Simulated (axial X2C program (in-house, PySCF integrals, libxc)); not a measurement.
# Outer orbitals of HfH at 1.820 Å, HF

Calculated with an in-house all-electron X2C program for linear molecules (integrals from PySCF). Spin-free means the one-electron spin-free X2C Hamiltonian; two-component (2c) means X2C with spin–orbit coupling and atomic mean-field two-electron Coulomb and Gaunt terms, so the difference of the two also holds small scalar two-electron terms. Basis: Hf dyall-cv3z [13s14p9d7f4g], H dyall-v3z [6s2p1d] (cores contracted in-house); Gaussian nuclei, density fitting, unrestricted open shells. Masses: Hf 179.947 u, H 1.008 u.

The distance is close to the 2c PBE0 minimum; the highest filled and lowest empty levels are listed.

Spin-free orbitals, state M_S = 1/2, Λ = 2 (beyond evenly filled blocks: δ+α) (Löwdin shares):

```tsv
symmetry	occupied	ε (eV)	atomic character
φ+α	yes	-32.44	100% Hf f
δ+α	yes	-32.36	100% Hf f
σα	yes	-32.33	100% Hf f
π+α	yes	-32.33	100% Hf f
π-α	yes	-32.32	100% Hf f
δ-β	yes	-32.31	100% Hf f
δ+β	yes	-32.31	100% Hf f
δ-α	yes	-32.29	100% Hf f
π+β	yes	-32.27	100% Hf f
π-β	yes	-32.27	100% Hf f
σβ	yes	-32.25	100% Hf f
φ-α	yes	-32.25	100% Hf f
φ-β	yes	-32.24	100% Hf f
φ+β	yes	-32.24	100% Hf f
σβ	yes	-11.95	59% H s, 17% Hf s, 16% Hf d
σα	yes	-11.60	57% H s, 19% Hf d, 13% Hf s
δ+α	yes	-8.32	100% Hf d
σα	yes	-7.63	56% Hf s, 37% Hf d, 4% H s
σβ	yes	-6.11	55% Hf s, 39% Hf p, 3% H s
π+α	no	0.35	99% Hf p
π-α	no	0.55	99% Hf p
π-β	no	0.62	96% Hf p, 4% Hf d
π+β	no	0.62	96% Hf p, 4% Hf d
```

Spinors with spin–orbit coupling (state Ω = 3/2):

| ω | occupied | ε (eV) | atomic character | λ mixture |
| --- | --- | --- | --- | --- |
| 5/2 | yes | -33.50 | 100% Hf f | 86% φ, 14% δ |
| 3/2 | yes | -33.37 | 100% Hf f | 73% δ, 27% π |
| -3/2 | yes | -33.35 | 100% Hf f | 71% δ, 29% π |
| -1/2 | yes | -33.34 | 100% Hf f | 56% π, 44% σ |
| 1/2 | yes | -33.33 | 100% Hf f | 59% π, 41% σ |
| -5/2 | yes | -33.29 | 100% Hf f | 86% φ, 14% δ |
| 5/2 | yes | -31.46 | 100% Hf f | 86% δ, 14% φ |
| -5/2 | yes | -31.45 | 100% Hf f | 86% δ, 14% φ |
| 3/2 | yes | -31.45 | 100% Hf f | 73% π, 27% δ |
| -7/2 | yes | -31.45 | 100% Hf f | 100% φ |
| 1/2 | yes | -31.44 | 100% Hf f | 59% σ, 41% π |
| -3/2 | yes | -31.44 | 100% Hf f | 71% π, 29% δ |
| -1/2 | yes | -31.44 | 100% Hf f | 56% σ, 44% π |
| 7/2 | yes | -31.43 | 100% Hf f | 100% φ |
| 1/2 | yes | -11.84 | 58% H s, 17% Hf s, 16% Hf d | 100% σ |
| -1/2 | yes | -11.69 | 58% H s, 16% Hf d, 15% Hf s | 100% σ |
| 3/2 | yes | -8.53 | 98% Hf d | 82% δ, 18% π |
| -1/2 | yes | -7.83 | 52% Hf s, 37% Hf d, 8% Hf p | 89% σ, 11% π |
| 1/2 | yes | -6.74 | 44% Hf p, 43% Hf s, 10% Hf d | 75% σ, 25% π |
| -3/2 | no | 0.57 | 97% Hf p, 3% Hf d | 97% π, 3% δ |
| 1/2 | no | 0.58 | 90% Hf p, 7% Hf s | 86% π, 14% σ |
| -1/2 | no | 0.78 | 94% Hf p, 5% Hf d | 81% π, 19% σ |
| 3/2 | no | 0.82 | 98% Hf p | 99% π, 1% δ |

Q: How does the gap between the highest filled and lowest empty level change from the spin-free to the 2c table?

A: From 6.46 to 7.31 eV at HF, a change of 0.85 eV.

Mulliken charges and populations of the two-component result (they depend on the basis, above all on diffuse functions):

Hf 0.28 e (s 11.38 p 24.59 d 21.73 f 14.02), H -0.28 e (s 1.27 p 0.02). ⟨Lz⟩ = 1.97 ħ and ⟨Sz⟩ = -0.47 ħ (-0.48 and 0.01 on the two atoms), which add up to Ω.

Occupations by symmetry block were frozen at the best pattern of an incomplete PBE0 search. Other states lie close and PBE0, whose exact exchange favours high spin, may order them wrongly; the determinant shown need not be the ground state. The nearest other spin-free determinant of the search, M_S = 1/2, Λ = 1, lies 0.10 eV up at the distance of the search. The determinant is spin-polarised beyond a pure state at some levels (its spin-free form has ⟨S²⟩ too high), which makes Re and μ there less reliable.
